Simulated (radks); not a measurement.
Results of a calculation; reference values are marked as such.
Q: The mean radii <r> (bohr) of the occupied orbitals of an atom or ion are listed with their occupations. Code: a radial shooting solver on a logarithmic mesh with Libxc functionals. Model: non-relativistic Kohn-Sham, exchange-only PBE, spin-polarised, spherical densities, point nucleus.

orbital  occ.     <r>
1s up       1  0.2304
1s down     1  0.2295
2s up       1   1.306
2s down     1   1.388
2p up       3   1.444

Name the element and its charge. Open shells, if any, are filled with parallel spins first.

A: Z = 7, nitrogen, charge 0: N in [He] 2s2 2p3. The 1s radius gives Z: for a bare nucleus <r> = 1.5/Z, 0.2143 bohr for Z = 7, and screening makes it slightly larger (0.2304 here). The occupations add up to 7, and the charge is Z minus that.
